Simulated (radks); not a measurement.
All-electron atom: the carbon ion C+ in [He] 2s2 7f1 (not the ground configuration). All-electron calculation, Dirac Kohn-Sham, PBEsol, spin-unpolarised, spherical densities, finite nucleus; open shells fill j = l - 1/2 first; Fermi nuclear charge, rms radius 2.4702 fm. Program: a radial shooting solver on a logarithmic mesh with Libxc functionals.

Unscreened Slater integrals over Kohn-Sham orbitals (cm^-1). Large and small components are both included. Empty in this configuration: 7f7/2.

\begin{tabular}{lr}
integral & value \\ \hline
F0(7f5/2,7f5/2) & 6077.0 \\
F2(7f5/2,7f5/2) & 3125.3 \\
F4(7f5/2,7f5/2) & 2222.6 \\
F0(7f5/2,2s1/2) & 9473.3 \\
G3(7f5/2,2s1/2) & 44.867 \\
F0(7f5/2,1s1/2) & 9476.5 \\
G3(7f5/2,1s1/2) & 0.019990 \\
F0(7f5/2,7f7/2) & 6077.1 \\
F2(7f5/2,7f7/2) & 3125.3 \\
F4(7f5/2,7f7/2) & 2222.5 \\
G2(7f5/2,7f7/2) & 3125.3 \\
G4(7f5/2,7f7/2) & 2222.5 \\
G6(7f5/2,7f7/2) & 1755.3 \\
F0(2s1/2,2s1/2) & 145480 \\
F0(2s1/2,1s1/2) & 203920 \\
G0(2s1/2,1s1/2) & 16399 \\
F0(2s1/2,7f7/2) & 9473.5 \\
G3(2s1/2,7f7/2) & 44.870 \\
F0(1s1/2,1s1/2) & 764970 \\
F0(1s1/2,7f7/2) & 9476.6 \\
G3(1s1/2,7f7/2) & 0.020009 \\
F0(7f7/2,7f7/2) & 6077.1 \\
F2(7f7/2,7f7/2) & 3125.3 \\
F4(7f7/2,7f7/2) & 2222.5 \\
F6(7f7/2,7f7/2) & 1755.3 \\
\end{tabular}
